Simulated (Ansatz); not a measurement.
A nudged elastic band was laid between two geometries of AlH6OPSi (10 atoms, charge 0, multiplicity 1).

The calculation used Ansatz, RKS B3LYP/6-31G*.

| Item | Value |
| --- | --- |
| movable images | 9 |
| climbing image | yes |
| spring | 5.0 eV/Å² |
| optimiser | quadratic models (default) |
| start path | through a guess of the saddle point |
| force threshold | 0.03 eV/Å |
| iteration limit | 60 |
| end points | relaxed |

First end point:

```xyz
10
Properties=species:S:1:pos:R:3
O -1.275 1.584 -0.115
P -0.728 0.201 0.738
Al 1.475 0.771 1.232
Si -0.425 -1.282 -0.955
H -2.202 1.732 0.128
H 1.922 2.293 1.282
H 2.437 -0.420 1.661
H -1.749 -1.622 -1.540
H 0.446 -0.802 -2.066
H 0.182 -2.506 -0.363
```

Last end point:

```xyz
10
Properties=species:S:1:pos:R:3
O -1.659 1.388 0.232
P -0.774 0.069 0.836
Al 1.398 0.767 1.307
Si -0.510 -1.290 -0.960
H -1.167 1.900 -0.428
H 1.738 2.321 1.331
H 2.432 -0.352 1.758
H -1.830 -1.852 -1.351
H 0.051 -0.606 -2.163
H 0.403 -2.396 -0.559
```

Problem. Which bonds break or form, and what moves?

Solution. No bond is made or broken. The dihedral H5–O1–P2–Si4 goes from 112 to -65°.

Problem. What energy profile does the band end with?

Solution. It converged. The highest image is number 6 of 0 to 10, 0.120 eV above the first end and 0.058 eV above the last; the last end lies 0.062 eV above the first. A vibrational analysis at the climbing image gives one clearly imaginary mode, 223i cm⁻¹: a first-order saddle point.

```json
{"image": "0", "path coordinate (Å)": "0.00", "energy (eV)": "0.000", "dihedral H5–O1–P2–Si4 (°)": "112"}
{"image": "1", "path coordinate (Å)": "0.23", "energy (eV)": "0.007", "dihedral H5–O1–P2–Si4 (°)": "125"}
{"image": "2", "path coordinate (Å)": "0.46", "energy (eV)": "0.027", "dihedral H5–O1–P2–Si4 (°)": "141"}
{"image": "3", "path coordinate (Å)": "0.69", "energy (eV)": "0.056", "dihedral H5–O1–P2–Si4 (°)": "159"}
{"image": "4", "path coordinate (Å)": "0.92", "energy (eV)": "0.087", "dihedral H5–O1–P2–Si4 (°)": "179"}
{"image": "5", "path coordinate (Å)": "1.14", "energy (eV)": "0.111", "dihedral H5–O1–P2–Si4 (°)": "-160"}
{"image": "6", "path coordinate (Å)": "1.37", "energy (eV)": "0.120", "dihedral H5–O1–P2–Si4 (°)": "-139"}
{"image": "7", "path coordinate (Å)": "1.71", "energy (eV)": "0.103", "dihedral H5–O1–P2–Si4 (°)": "-108"}
{"image": "8", "path coordinate (Å)": "2.04", "energy (eV)": "0.077", "dihedral H5–O1–P2–Si4 (°)": "-81"}
{"image": "9", "path coordinate (Å)": "2.38", "energy (eV)": "0.065", "dihedral H5–O1–P2–Si4 (°)": "-69"}
{"image": "10", "path coordinate (Å)": "2.71", "energy (eV)": "0.062", "dihedral H5–O1–P2–Si4 (°)": "-65"}
```

Problem. What is the geometry of the highest image?

Solution. 
```xyz
10
Properties=species:S:1:pos:R:3:forces:R:3
O -1.648 1.318 -0.037 0.00 -0.01 0.00
P -0.895 0.041 0.825 0.00 0.00 0.00
Al 1.322 0.712 1.143 0.00 0.00 0.00
Si -0.410 -1.303 -0.940 -0.01 0.00 0.00
H -1.382 2.181 0.316 0.00 0.01 0.00
H 1.655 2.264 1.012 0.00 0.00 0.00
H 2.384 -0.353 1.654 0.00 0.00 0.00
H -1.678 -1.740 -1.579 0.00 0.00 0.00
H 0.434 -0.683 -2.002 0.00 0.00 0.00
H 0.301 -2.489 -0.389 0.00 0.00 0.00
```

Problem. What are the harmonic wavenumbers there?

Solution. 223i, 70, 130, 152, 166, 218, 385, 405, 475, 545, 592, 595, 724, 758, 912, 926, 973, 1071, 1909, 1940, 2215, 2245, 2257, 3759 cm⁻¹.

The band took 18 iterations and of the order of 4 core-minutes.

Run time: 4.4 min on 1 thread of AMD EPYC 9R45 96-Core Processor (Zen 5), on a shared host, peak memory 0.21 GiB.
